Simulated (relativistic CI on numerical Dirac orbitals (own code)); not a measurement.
# Magnetism of Ni³⁺, 3d7, in a crystal field

Calculated by Dirac-Coulomb-Breit CI, KLI orbitals optimised for each configuration, a model potential for QED, valence Slater integrals scaled by 0.75, one configuration in a parametric crystal field (own radial code).

Field parameters in Wybourne normalisation: Td as Oh with Dq negative (B⁴₀ = 21Dq, B⁴₄ = √(5/14) B⁴₀). The field is a parameter set, without covalency.

S is read from ⟨S²⟩ = S(S + 1).

Powder χT (cm³ K mol⁻¹) by Van Vleck's formula, with temperature-independent terms:

```tsv
Field	2 K	5 K	10 K	20 K	50 K	100 K	200 K	300 K
Td, 10Dq = -1800 cm⁻¹	3.51	3.51	3.52	3.53	3.56	3.61	3.72	3.83
Td, 10Dq = -3300 cm⁻¹	2.93	2.93	2.93	2.94	2.96	2.99	3.05	3.11
Td, 10Dq = -4750 cm⁻¹	2.64	2.64	2.64	2.65	2.66	2.68	2.72	2.77
Td, 10Dq = -6250 cm⁻¹	2.46	2.46	2.47	2.47	2.48	2.5	2.53	2.56
Td, 10Dq = -7700 cm⁻¹	2.36	2.36	2.36	2.36	2.37	2.38	2.41	2.44
Td, 10Dq = -9150 cm⁻¹	2.28	2.28	2.28	2.29	2.29	2.3	2.33	2.35
Td, 10Dq = -10650 cm⁻¹	2.22	2.23	2.23	2.23	2.23	2.24	2.26	2.28
Td, 10Dq = -12100 cm⁻¹	2.18	2.18	2.18	2.19	2.19	2.2	2.22	2.23
```

Q: For Td, 10Dq = -10650 cm⁻¹: what effective moment follows at 300 K?

A: μ_eff = √(8χT) = 4.27 μB. The ground level has S = 1.50; the spin-only moment for S = 3/2 is 3.88 μB. The difference comes from the orbital moment, spin-orbit mixing of terms and temperature-independent paramagnetism, all larger in this ionic model than in covalent complexes.
